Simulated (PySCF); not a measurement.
# Tc³⁹⁺ (technetium, charge +39) across methods

[He] 2s2, closed-shell 1S. Computed with PySCF 2.14 in an even-tempered Gaussian basis (19 s from 16 bohr⁻², ratio 2.2; 8 p from 25 bohr⁻², ratio 2.4; 5 d from 75 bohr⁻², ratio 2.4; 5 f from 110 bohr⁻², ratio 2.4; 4 g from 170 bohr⁻², ratio 2.4), with scalar relativity by spin-free X2C-1e.

```json
{"method": "revPBE", "E (hartree)": "-2304.35", "mean ε 1s (eV)": "-24271.6", "mean ε 2s (eV)": "-5772.6", "Σ⟨r²⟩ (bohr²)": "0.04870", "⟨S²⟩": "0.000"}
{"method": "PBE", "E (hartree)": "-2303.93", "mean ε 1s (eV)": "-24269.9", "mean ε 2s (eV)": "-5772.1", "Σ⟨r²⟩ (bohr²)": "0.04871", "⟨S²⟩": "0.000"}
{"method": "LDA", "E (hartree)": "-2299.98", "mean ε 1s (eV)": "-24234.4", "mean ε 2s (eV)": "-5765.1", "Σ⟨r²⟩ (bohr²)": "0.04877", "⟨S²⟩": "0.000"}
{"method": "UHF", "E (hartree)": "-2303.92654", "mean ε 1s (eV)": "-24568.5", "mean ε 2s (eV)": "-5835.8", "Σ⟨r²⟩ (bohr²)": "0.04873", "⟨S²⟩": "0.000"}
{"method": "PBE0", "E (hartree)": "-2303.96", "mean ε 1s (eV)": "-24344.7", "mean ε 2s (eV)": "-5788.3", "Σ⟨r²⟩ (bohr²)": "0.04871", "⟨S²⟩": "0.000"}
{"method": "B3LYP", "E (hartree)": "-2303.94", "mean ε 1s (eV)": "-24329.9", "mean ε 2s (eV)": "-5785.4", "Σ⟨r²⟩ (bohr²)": "0.04871", "⟨S²⟩": "0.000"}
```

(1) Estimate the same row for r2SCAN.

## Answers

(1) E (hartree) = -2303.95; mean ε 1s (eV) = -24302.4; mean ε 2s (eV) = -5776.0; Σ⟨r²⟩ (bohr²) = 0.04873; ⟨S²⟩ = 0.000.
